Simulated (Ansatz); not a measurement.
Born–Oppenheimer molecular dynamics of BrF2H3Si (7 atoms, charge 0, multiplicity 1). It starts at the highest image of a converged band. Of that band: Neighbouring images differ by up to 2.1 eV, so the band resolves the path poorly. A vibrational analysis at the climbing image gives one clearly imaginary mode, 975i cm⁻¹: a first-order saddle point.

Computed with Ansatz, RHF/def2-SVP.

```yaml
ensemble: NVE (velocity Verlet)
time_step: 0.5 fs
steps_asked: 200
starting_velocities_drawn_for: 100 K
seed: 3111
```

First frame:

```xyz
7
Properties=species:S:1:pos:R:3
Si -0.245 -0.034 -0.057
H 0.175 0.029 1.550
F 1.339 -0.050 -0.300
H -0.709 1.130 -0.768
F -0.665 -1.508 -0.426
Br -2.539 0.233 1.343
H -0.707 0.094 1.666
```

Question: How far do the bonds stretch over the last three quarters of this one trajectory? (Pairs bonded in most of those frames.)

Answer: 
| bond | mean (Å) | spread (Å) | shortest | longest |
| --- | --- | --- | --- | --- |
| Si1–F3 | 1.622 | 0.011 | 1.61 | 1.66 |
| Si1–H4 | 1.452 | 0.005 | 1.44 | 1.46 |
| Si1–F5 | 1.587 | 0.018 | 1.56 | 1.61 |
| Si1–Br6 | 2.359 | 0.247 | 2.06 | 2.73 |
| H2–H7 | 0.756 | 0.020 | 0.73 | 0.83 |

Mean temperature of the second half: 3285 K. The conserved energy stayed within 0.044 meV per atom of its start (net change -0.0084 meV per atom), so the integration is sound. The kinetic energy rose, since the run started high on the potential surface and went downhill. It ends in pieces (BrF2HSi + H2), so much of that is their flight and rotation, not heat. A run of 0.1 ps of so small a system gives no equilibrium averages. The orbitals stay closed-shell, which can raise the energy where a bond breaks towards radicals; this wasn't checked here.

The run took 5.6 min on 1 thread of Intel(R) Xeon(R) Platinum 8488C (Sapphire Rapids), on a shared host, peak memory 0.2 GiB.
